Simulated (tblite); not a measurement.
C6H9NO (charge -1 and doublet state).
Z-matrix (Å and degrees, GFN2-xTB geometry), rows numbered from 1:
```
C 
C   1  1.5321
C   2  1.4977  1  117.15
C   3  1.4009  2   93.89  1  -116.59
C   4  1.3913  3  137.12  2  -176.91
N   5  1.4514  4  114.74  3    -5.44
O   5  1.2622  4  127.41  3   175.33
C   4  1.5157  3   91.73  2    -0.37
H   1  1.0925  2  111.22  3   169.71
H   1  1.0914  2  110.40  3   -70.04
H   1  1.0883  2  109.88  3    49.31
H   2  1.1066  1  107.68  3   132.49
H   3  1.0776  2  130.55  1    58.51
H   6  1.0132  5  110.98  4    31.71
H   6  1.0148  5  109.70  4   154.50
H   8  1.0933  2  114.22  1     1.71
H   8  1.0944  2  114.99  1  -124.52
```

Computed geometry: GFN2-xTB, gas phase. This method treats the open shell by occupation alone, without spin polarisation.

Masses are those of the commonest isotopes; rigid-rotor values at the optimised geometry. The values belong to one conformer with, in the numbering `[CH3:1][C@@H:2]1[CH:3]=[C:4]([C:5]([NH2:6])[O-:7])[CH2:8]1`, C3–C4–C5–N6 -5°.

**Question.** Give the principal moments of inertia and the rotational constants in GHz.

**Answer.** Ia = 100.54, Ib = 422.40, Ic = 489.57 u·Å²; 505379 MHz·u·Å²/I gives 5027, 1196 and 1032 MHz, that is A = 5.0265, B = 1.1965, C = 1.0323 GHz.

**Question.** What kind of rotor is it?

**Answer.** A near-prolate asymmetric top. Ray's parameter κ = (2B − A − C)/(A − C) = -0.918; −1 is the prolate and +1 the oblate limit.

**Question.** Is it planar, by Δ = Ic − Ia − Ib?

**Answer.** Not planar: Δ = Ic − Ia − Ib = -33.37 u·Å². For a rigid frame Δ = −2 Σ m c², so Σ m c² = 16.69 u·Å² lies off the ab plane: 7.09 from hydrogen and 9.60 from heavier atoms. The atom farthest from that plane is 1.61 Å away.

**Question.** Give the coordinates in the principal-axis frame, origin at the centre of mass.

**Answer.** The sense of each axis is arbitrary; atoms in the order of the calculation.
```csv
atom,mass (u),a (Å),b (Å),c (Å)
C1,12.000,-3.015,0.096,-0.613
C2,12.000,-1.906,0.034,0.442
C3,12.000,-0.770,0.999,0.297
C4,12.000,0.185,-0.008,0.105
C5,12.000,1.564,-0.085,-0.067
N6,14.003,2.235,1.197,-0.177
O7,15.995,2.268,-1.129,-0.150
C8,12.000,-0.864,-1.093,0.241
H9,1.008,-3.694,-0.755,-0.524
H10,1.008,-3.598,1.012,-0.499
H11,1.008,-2.578,0.092,-1.610
H12,1.008,-2.390,0.007,1.437
H13,1.008,-0.765,2.076,0.268
H14,1.008,1.759,1.904,0.371
H15,1.008,3.202,1.102,0.118
H16,1.008,-1.026,-1.700,-0.654
H17,1.008,-0.739,-1.766,1.096
```

**Question.** List the rotational levels J(Ka,Kc) to J = 5 (cm⁻¹).

**Answer.** Above 0(0,0):
J = 1: 1(0,1) 0.0743, 1(1,1) 0.2021, 1(1,0) 0.2076
J = 2: 2(0,2) 0.2229, 2(1,2) 0.3453, 2(1,1) 0.3617, 2(2,1) 0.7450, 2(2,0) 0.7452
J = 3: 3(0,3) 0.4452, 3(1,3) 0.5600, 3(1,2) 0.5929, 3(2,2) 0.9680, 3(2,1) 0.9689, 3(3,1) 1.6206, 3(3,0) 1.6206
J = 4: 4(0,4) 0.7409, 4(1,4) 0.8461, 4(1,3) 0.9008, 4(2,3) 1.2653, 4(2,2) 1.2679, 4(3,2) 1.9183, 4(3,1) 1.9184, 4(4,1) 2.8315, 4(4,0) 2.8315
J = 5: 5(0,5) 1.1092, 5(1,5) 1.2034, 5(1,4) 1.2855, 5(2,4) 1.6366, 5(2,3) 1.6426, 5(3,3) 2.2906, 5(3,2) 2.2907, 5(4,2) 3.2036, 5(4,1) 3.2036, 5(5,1) 4.3777, 5(5,0) 4.3777
The levels of one J sum to (2J + 1)J(J + 1)(A + B + C)/3.

For this open shell read J as N, the rotation without spin; fine and hyperfine splittings come on top. Its GFN2-xTB frequencies are all real (lowest 78 cm⁻¹). Whether the extra electron is bound in the gas phase wasn't checked; a finite basis holds it in any case. Zero-point vibration and centrifugal distortion are left out.
